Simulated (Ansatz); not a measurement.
Basis-set extrapolation for CH7FSi2, SMILES `C[SiH](F)[SiH3]` (PBE0-D4/def2-TZVP geometry, frozen core, the Gaussian-basis code of Ansatz). Multiplicity 1, RHF reference.

|  | def2-TZVPP | def2-QZVPP |
| --- | --- | --- |
| HF | -719.401480 | -719.426538 |
| MP2 correlation | -0.679582 | -0.734260 |
| CCSD(T) correlation | -0.755392 | not run |

Energies in hartree. Use E(X) = E(∞) + A·exp(−7.88·√X) for Hartree–Fock and E(X) = E(∞) + B·X^(−2.97) for correlation, with X = 3 and 4, and add CCSD(T) minus MP2 of the smaller set to the MP2 limit.

Problem. What is the CCSD(T) energy at the basis-set limit?

Solution. HF limit: -719.426538 + (-0.025058) × 0.13774 = -719.42999. MP2 limit: -0.734260 + (-0.054678) × 0.74074 = -0.77476. Higher-order term: -0.755392 − (-0.679582) = -0.07581. Total: -720.28056 hartree, 324.7 kJ/mol below CCSD(T)/def2-TZVPP.
